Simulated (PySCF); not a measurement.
CH₃Cl₂NSi₂, SMILES Cl[Si]1(Cl)C=N[SiH2]1. Atoms are numbered in the order given.

```xyz
9

Cl     1.4629    -0.0990     1.6626
Si     0.2532     0.0212     0.0000
Cl     1.4629    -0.0990    -1.6626
C     -0.9838     1.4732     0.0000
N     -2.1553     0.9414     0.0000
Si    -1.8965    -0.8514     0.0000
H     -0.8608     2.5718     0.0000
H     -2.4408    -1.5063    -1.2190
H     -2.4408    -1.5063     1.2190
```

The structure is a stationary point at ωB97X-D3(BJ)/def2-SVP. The structure was generated by enumeration, and PubChem lists no compound with its InChIKey, so it may never have been made.

The numbers are results of r2SCAN/def2-TZVP (PySCF), not measurements.

Gas-phase values at a fixed geometry.

Computed frontier levels, gap, dipole moment and polarisability:
| Quantity | Result |
|---|---|
| highest occupied level | -6.25 eV |
| lowest empty level | -2.69 eV |
| orbital gap | 3.56 eV |
| dipole moment | 0.54 D |
| quadrupole, principal values (traceless, Buckingham form, about the centre of nuclear charge) | -7.55, -0.75, 8.31 D·Å |
| mean static polarisability | 92.0 bohr³ (13.64 Å³) |
| polarisability, principal values | 80.6, 85.0, 110.5 bohr³ |
